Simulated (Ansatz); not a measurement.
Input and output for C₃H₁₀O₅W, SMILES `C[O][W](=[O])([OH])([O]C)[O]C`.

```yaml
crystal:
  periodic: [false, false, false]
  atoms:
    - {symbol: C, position_ang: [3.055638, -0.736658, -1.160004]}
    - {symbol: O, position_ang: [1.689937, -1.061688, -0.721923]}
    - {symbol: W, position_ang: [0.034433, -0.348194, -0.359591]}
    - {symbol: O, position_ang: [-0.966907, -1.289056, -1.394184]}
    - {symbol: O, position_ang: [0.712818, 1.129508, -1.372379]}
    - {symbol: O, position_ang: [-1.274469, 0.873060, 0.282374]}
    - {symbol: C, position_ang: [-2.217527, 1.572344, -0.431564]}
    - {symbol: O, position_ang: [0.138516, -0.999879, 1.418922]}
    - {symbol: C, position_ang: [-0.851280, -1.072789, 2.430125]}
    - {symbol: H, position_ang: [3.409677, -1.392266, -1.932164]}
    - {symbol: H, position_ang: [3.731766, -0.744903, -0.326315]}
    - {symbol: H, position_ang: [3.043503, 0.345832, -1.604298]}
    - {symbol: H, position_ang: [0.297158, 1.931687, -1.275546]}
    - {symbol: H, position_ang: [-2.831225, 0.878141, -1.001690]}
    - {symbol: H, position_ang: [-2.942392, 2.074110, 0.321058]}
    - {symbol: H, position_ang: [-1.867194, 2.277946, -1.116630]}
    - {symbol: H, position_ang: [-0.294841, -1.057357, 3.416587]}
    - {symbol: H, position_ang: [-1.425695, -1.997638, 2.461791]}
    - {symbol: H, position_ang: [-1.477620, -0.229280, 2.429766]}
basis:
  gaussian: {orbitals: def2-TZVP}
hamiltonian: {xc: {name: r2SCAN0}, dispersion: d4, pseudopotentials: {relativity: none}}
output: {forces: true}
```

```sh
$ ansatz run in.yaml --threads 4 --pin off --events-out ev --progress --plain --max-ram 66560MiB --backend cuda --devices 0, --max-vram 37GiB
```

It prints (some lines left out):

```
Functional definition: r2SCAN0
2135 factors; their error is unknown
mean field evaluation 1: about -15312.4283 eV, gradient 1.2e2 eV
mean field evaluation 2: about -15180.9346 eV, gradient 2.9e2 eV
mean field evaluation 4: about -15333.6522 eV, gradient 3.3e1 eV
mean field evaluation 8: about -15335.5148 eV, gradient 3.5e-1 eV
mean field evaluation 16: about -15335.5354 eV, gradient 2.6e-3 eV
mean field -15335.53541962 eV, -563.5705318719 hartree, gradient 6.2e-5 eV, S^2 0.000000; 0 other end points of the search recorded, 0 dependent functions left out
reference -15335.53543314 eV, -563.5705323687 hartree; 41, 41 occupied and 307, 307 virtual orbitals, 2135 factors
Total energy: -15335.68741046 eV, -563.5761174320 hartree
Atom 0 at     3.055638    -0.736658    -1.160004 Å, force    -2.010959     2.379398    -0.333695 eV/Å
Atom 1 at     1.689937    -1.061688    -0.721923 Å, force     2.903286     0.200118    -0.940466 eV/Å
Atom 2 at     0.034433    -0.348194    -0.359591 Å, force    -0.738767    -1.633524    -0.638982 eV/Å
Atom 3 at    -0.966907    -1.289056    -1.394184 Å, force     0.640343     0.872811     1.115945 eV/Å
Atom 4 at     0.712818     1.129508    -1.372379 Å, force     1.257403    -2.193326    -0.245445 eV/Å
Atom 5 at    -1.274469     0.873060     0.282374 Å, force     0.810678     0.051453     0.036245 eV/Å
Atom 6 at    -2.217527     1.572344    -0.431564 Å, force    -3.095848    -0.561343     2.210442 eV/Å
Atom 7 at     0.138516    -0.999879     1.418922 Å, force    -1.074898    -0.009124    -0.142808 eV/Å
Atom 8 at    -0.851280    -1.072789     2.430125 Å, force     2.230801    -0.836866     1.857123 eV/Å
Atom 9 at     3.409677    -1.392266    -1.932164 Å, force    -0.278015    -0.573376    -0.197860 eV/Å
Atom 10 at     3.731766    -0.744903    -0.326315 Å, force     0.057075    -0.144493     0.482849 eV/Å
Atom 11 at     3.043503     0.345832    -1.604298 Å, force    -0.169461    -1.988171     0.892490 eV/Å
Atom 12 at     0.297158     1.931687    -1.275546 Å, force    -1.288397     2.677547     0.241154 eV/Å
Atom 13 at    -2.831225     0.878141    -1.001690 Å, force    -0.102769    -0.144052    -0.157220 eV/Å
Atom 14 at    -2.942392     2.074110     0.321058 Å, force     1.278020    -0.514767    -1.303068 eV/Å
Atom 15 at    -1.867194     2.277946    -1.116630 Å, force     1.015405     1.345370    -0.873991 eV/Å
Atom 16 at    -0.294841    -1.057357     3.416587 Å, force    -0.581338     0.029581    -1.027995 eV/Å
Atom 17 at    -1.425695    -1.997638     2.461791 Å, force     0.060703    -0.011846    -0.649629 eV/Å
Atom 18 at    -1.477620    -0.229280     2.429766 Å, force    -0.913260     1.054610    -0.325087 eV/Å
Dipole moment:     0.163275     0.496275     0.288858 e Å
```

It took 3.1 s on 4 threads of an AMD EPYC 7R13 on a shared host and a share of an NVIDIA H100 80 GB, with 0.97 GiB of host memory at the peak.
